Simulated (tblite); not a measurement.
**Question.** What does the GFN2-xTB structure of `[SiH2]1[SiH2][Si@H](F)[Si@@H](C1)/C=C\C` look like in three dimensions?

**Answer.** 
```xyz
22
C4H13FSi4 angstrom
C      3.258   -0.221    0.512
C      2.493    1.054    0.433
C      1.310    1.209   -0.149
Si     0.293   -0.143   -0.977
C     -1.329    0.688   -1.579
Si    -2.680    0.944   -0.245
Si    -2.627   -1.017    1.013
Si    -0.474   -1.765    0.514
F      0.447   -1.718    1.860
H      3.368   -0.518    1.555
H      2.756   -1.020   -0.026
H      4.258   -0.087    0.101
H      2.982    1.898    0.910
H      0.862    2.196   -0.116
H      1.018   -0.628   -2.172
H     -1.751    0.059   -2.365
H     -1.100    1.638   -2.059
H     -2.337    2.152    0.523
H     -3.945    1.260   -0.925
H     -3.660   -1.982    0.601
H     -2.902   -0.811    2.441
H     -0.251   -3.168    0.148
```

Orientation and origin are arbitrary. Atoms count from 1 in this order. The 2 C–C bonds span 1.327 Å (C2=C3, drawn double) to 1.489 Å (C1–C2, drawn single), a spread of 0.162 Å. Si8 (fluorine-bound silicon) is distorted tetrahedral (angles from 98.5° to 120.0°). Of the pairs four or more bonds apart, Si4···H11 is among the closest relative to their van der Waals radii: 2.78 Å, 84 % of the sum of Bondi's values. Si4 (SiH silicon) is distorted tetrahedral (angles from 103.0° to 116.7°).

Bonds between heavy atoms (Å): C1–C2 1.489, C2=C3 1.327, C3–Si4 1.884, Si4–C5 1.919, C5–Si6 1.915, Si6–Si7 2.331, Si7–Si8 2.334, Si8–F9 1.631, Si4–Si8 2.333.

The geometry is computed with GFN2-xTB (gas phase).

Point group: C1 (no symmetry element, even within 0.4 Å). Its GFN2-xTB frequencies are all real (lowest 28 cm⁻¹). The numbers are those of one conformer (C2–C3–Si4–C5 178°, C3–Si4–C5–Si6 -80°, Si4–C5–Si6–Si7 -41°, C5–Si6–Si7–Si8 22°, Si6–Si7–Si8–F9 114°). 3 starts were optimised and ended at 0.00, 1.80 and 1.83 kcal/mol (GFN2-xTB); the lowest of these is shown.

The run took 3.8 s wall on one thread of an Arm Neoverse N1, no GPU, shared host with 64 logical CPUs at a one-minute load of 58. That covers the optimisation of the geometry.
